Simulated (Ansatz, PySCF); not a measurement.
H$_{4}$AlFO$_{2}$Si (SMILES [OH][Al]([OH])[SiH2]F), singlet, at a GFN2-xTB geometry (such geometries of metal compounds can be far from the true shape), atoms displaced at random by about 0.08 Å a coordinate. Base run: HF/STO-3G, gradient (PySCF).

The PySCF input:
```python
from pyscf import gto, scf

mol = gto.Mole()
mol.atom = '''
    Si   -1.52030768    0.04535043   -0.01206379
    F    -1.64326752   -1.34821954   -0.75779137
    Al    0.97546419    0.17521639    0.16335823
    O     1.31269244    1.64877758    0.99860538
    O     2.01941499   -0.89148242   -0.31219956
    H    -2.21279258    0.94039891   -1.16162007
    H    -2.38561127   -0.09346244    1.02785445
    H     1.52650566    2.47794247    1.43270447
    H     2.36784109   -1.62272606   -0.61026275
'''
mol.basis = 'sto-3g'
mol.verbose = 3
mol.build()

mf = scf.RHF(mol)
mf.kernel()
g = mf.nuc_grad_method()
grad = g.kernel()
```

Programs used: Ansatz (a quantum-chemistry and plane-wave program), PySCF; a row that names a program was run with it.

The coordinate followed is x of atom 3.

Each row names what was changed in the base input (with any setting that the change needs).

```tsv
change	dE/dx (Eh/bohr)	net force (Eh/bohr)
base	0.058924	0.000000
finite difference step (bohr) = 0.2; conv_tol = 1e-11	0.059144	-
density fitting = on; auxbasis_response = off	0.059065	0.001510
finite difference step (bohr) = 0.01; conv_tol = 1e-11	0.058925	-
conv_tol = 1e-6	0.058926	0.000000
finite difference step (bohr) = 0.05; conv_tol = 1e-11	0.058939	-
code = ansatz	0.058925	0.000000
finite difference step (bohr) = 1e-3; conv_tol = 1e-11	0.058924	-
finite difference step (bohr) = 1e-4; conv_tol = 1e-11	0.058924	-
density fitting = on	0.058952	0.000000
finite difference step (bohr) = 1e-5; conv_tol = 1e-11	0.058924	-
conv_tol = 1e-4	0.058930	0.000000
```

The net force is zero for an exact gradient.
